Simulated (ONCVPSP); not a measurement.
# What the settings do to the ONCV potential of palladium (Pd)

Base potential:

ONCVPSP 4.0.1 input, shortened (lines: element, Z, core and valence counts, functional; n l f; lmax; l rc ep ncon nbas qcut; lloc lpopt rc5 dvloc0; l nproj debl; icmod fcfact rcfact), revPBE, fully relativistic:

```
  Pd 46.00    6    3  -102130      upf
    1    0    2.00
    2    0    2.00
    2    1    6.00
    3    0    2.00
    3    1    6.00
    3    2   10.00
    4    0    2.00
    4    1    6.00
    4    2   10.00
    2
    0    1.30    0.00    4    7    7.10
    1    1.50    0.00    3    7   11.20
    2    1.55    0.00    4    8   10.00
    4    4    0.90    1.00
    0    2    3.80
    1    1    3.00
    2    1    3.30
    1    0.60    0.00
```

Open shells are filled in proportion to 2j + 1.

All-electron outer shells of the reference configuration (revPBE, scalar-relativistic, ld1.x):

```tsv
shell	level (eV)	outermost node (bohr)	outermost maximum (bohr)
4s	-85.23	0.45	0.85
4p	-51.11	0.46	0.91
4d	-3.96	0.45	1.10
```

Cutoffs, loose and tight: the cutoffs (Ha) at which the residual kinetic energy of the hardest occupied pseudo-wave falls to 1 and 0.1 mHa per electron. They do not see the model core or the augmentation charge, which bear on the density cutoff. Test errors are all-electron minus pseudo excitation energies from the reference, over the configurations 4s2 4p6 4d9; 4s2 4p6 4d8; 4s2 4p6 4d7; 4s2 4p5 4d10. A dash means not determined; rows that change the core or the reference have their own tests. The largest error is taken over the tests solved by every variant that gives reliable tests at all: 4s2 4p5 4d10; 4s2 4p6 4d8; 4s2 4p6 4d9.

```csv
change,outcome,"cutoff, loose","cutoff, tight",bound ghosts,GHOST(+) flags above zero,largest test error (meV)
base,generated,36 Ha,71 Ha,none,s,-11
"local potential polynomial inside 0.90 bohr (lpopt 5, dvloc0 0 Ha)",generated,36 Ha,71 Ha,none,s,-9.1
"all radii but the core radius scaled by about 0.93 (s 1.22, p 1.40, d 1.44 bohr); local potential polynomial inside 0.84 bohr (lpopt 4, dvloc0 1 Ha)",generated,62 Ha,84 Ha,none,s,-5.8
"core correction polynomial model core, fcfact 0.86",generated,36 Ha,71 Ha,none,s,-11
s: qcut 8.4; p: qcut 13.3; d: qcut 11.8,generated,43 Ha,52 Ha,none,none,+4.7
functional LDA (Perdew-Wang 92),generated,36 Ha,71 Ha,none,s,-9.6
s: qcut 6.5,generated,58 Ha,75 Ha,none,s,-10
d: rc 1.58,generated,36 Ha,71 Ha,none,s,-11
```
